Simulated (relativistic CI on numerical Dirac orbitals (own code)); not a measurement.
Cr12+: q coefficients and field-shift factors

These numbers are calculated, not measured: Dirac-Coulomb-Breit CI, orbitals from a KLI potential per configuration, derivatives by finite differences, unscaled Slater integrals, QED left out (own radial code, finite nucleus).

Configuration list (outside the closed core [Ne]): 3s2, 3s 3p, 3p2, 3s 3d, 3d2, 3p 3d, 3p 4s, 3s 4s. Levels of other configurations are missing.

With x = (α/α₀)² − 1 an excitation energy changes as ω = ω₀ + qx; K = 2q/ω₀ is the relative enhancement. Terms are leading LS components, so labels can repeat. The field-shift factor is F = δν/δ⟨r²⟩ for the transition from the lowest level.

Lowest level 3s2 1S_0.

```tsv
Level	ω₀ (cm⁻¹)	q (cm⁻¹)	K	F (GHz/fm²)
3s 3p 3P°_0	202560	3742	0.0369	-10.6
3s 3p 3P°_1	206510	7406	0.0717	-10.6
3s 3p 3P°_2	215569	16960	0.157	-10.6
3s 3p 1P°_1	309443	14180	0.0917	-11.1
3p2 1D_2	483761	21460	0.0887	-19.8
3p2 3P_0	484269	14240	0.0588	-21.9
3p2 3P_1	490220	21700	0.0885	-22
3p2 3P_2	500861	33290	0.133	-21.6
3p2 1S_0	575797	28980	0.101	-21.5
3s 3d 3D_1	591934	17810	0.0602	-10.1
3s 3d 3D_2	592487	18350	0.062	-10.1
3s 3d 3D_3	593354	19220	0.0648	-10.1
3s 3d 1D_2	674811	21060	0.0624	-12.9
3p 3d 3F°_2	807375	22680	0.0562	-21.4
3p 3d 3F°_3	813627	29250	0.0719	-21.4
3p 3d 3F°_4	820806	36970	0.0901	-21.5
3p 3d 1D°_2	822262	32670	0.0795	-21.4
3p 3d 3P°_2	857901	27380	0.0638	-21.4
3p 3d 3D°_1	858566	26450	0.0616	-21.4
3p 3d 3D°_3	866143	34310	0.0792	-21.4
3p 3d 3P°_0	866192	35620	0.0822	-21.4
3p 3d 3P°_1	866634	35670	0.0823	-21.4
3p 3d 3D°_2	866996	35730	0.0824	-21.4
```

At this charge energies of transitions that change n are usually good to better than 1 %, and those within a shell (Δn = 0) to a few per cent.
